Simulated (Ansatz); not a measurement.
C$_{2}$H$_{3}$ClSn, SMILES `Cl[C]1=[CH][SnH2]1`. The species carries charge 0 and has multiplicity 1. Sn takes the def2 core potential.

```xyz
7

Cl    0.528    0.986    2.479
C     0.127    0.413    0.915
C    -0.868    0.673    0.086
Sn    0.418   -0.744   -0.803
H    -1.745    1.311    0.098
H     0.000   -2.389   -0.798
H     1.540   -0.251   -1.977
```

What are the harmonic wavenumbers in cm⁻¹ at PBE0-D4/def2-TZVP (Ansatz, finite differences of forces, unscaled)? (An estimate is asked.)

Ansatz gave: 185, 252, 398, 424, 444, 453, 571, 680, 795, 848, 1005, 1601, 1964, 1966, 3199.

Is this a minimum?

Yes, all 15 modes are real.

Give the ideal-gas thermochemistry at 298.15 K and 1 bar (rigid rotor, harmonic oscillator; point group Cs, symmetry number 1).

Zero-point energy 88.4 kJ/mol; H(298) − E = 105.4 kJ/mol; entropy 324.4 J/(mol·K), of which translation 173.7, rotation 114.0, vibration 36.7; G(298) − E = 8.7 kJ/mol.

Rotational constants (cm⁻¹)?

0.4346, 0.0415, 0.03861.
